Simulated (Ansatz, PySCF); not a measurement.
The pair A = CH4O (SMILES CO) (first 6 atoms), B = HBr (SMILES Br); geometry from B3LYP-D3(BJ)/def2-TZVP.
(charge 0, multiplicity 1):
```
atom    x (Å)    y (Å)    z (Å)
----  -------  -------  -------
C      0.5606  -0.2775  -0.1702
O     -0.5316  -0.2531   0.7554
H      0.2002  -0.2321  -1.2003
H      1.0756  -1.2229  -0.0158
H      1.2609   0.5411   0.0129
H     -1.0102   0.5779   0.6618
Br     0.8241  -0.4079   3.6824
H      0.1317  -0.3741   2.3990
```

Frozen-core correlation. Filled d and f shells under p-block atoms count as core. CBS(a, b) extrapolates the correlation energy as X⁻³ and adds the Hartree–Fock energy of set b. MP2 and its Hartree–Fock in aug-cc-pVTZ are density fitted.

Run with Ansatz (Gaussian basis) for Hartree–Fock, density functionals and correlated methods; PySCF for the dispersion terms. 

The monomers are drawn apart, rigid, along the line of their centres of mass. Counterpoise-corrected interaction energies (kcal/mol):

```
level                                                     R = 4.184 Å  R = 4.894 Å
--------------------------------------------------------  -----------  -----------
PBE/def2-TZVPPD                                               -3.6133      -1.6504
PBE-D3(BJ)/def2-TZVPPD                                        -4.2001      -1.9316
wB97M-V/def2-TZVPPD                                           -3.7452      -1.7733
MP2/CBS(aug-cc-pVDZ, aug-cc-pVTZ) + ΔCCSD(T)/aug-cc-pVDZ      -3.7454      -1.7949
```

Task: R is the distance of the centres of mass. Find the local exponent m of E ∝ R⁻ᵐ between the two points.

Result: 
m = ln(E₁/E₂)/ln(R₂/R₁): PBE/def2-TZVPPD 5.0; PBE-D3(BJ)/def2-TZVPPD 5.0; wB97M-V/def2-TZVPPD 4.8; MP2/CBS(aug-cc-pVDZ, aug-cc-pVTZ) + ΔCCSD(T)/aug-cc-pVDZ 4.7. For scale, two fixed dipoles give m = 3, dipole and quadrupole 4, quadrupoles 5, and dispersion or dipole-induced dipole 6 at long range; at these distances several terms mix, and what is left of overlap and damping shifts m, so it need not match one of them.

Ansatz is a quantum-chemistry and plane-wave program.
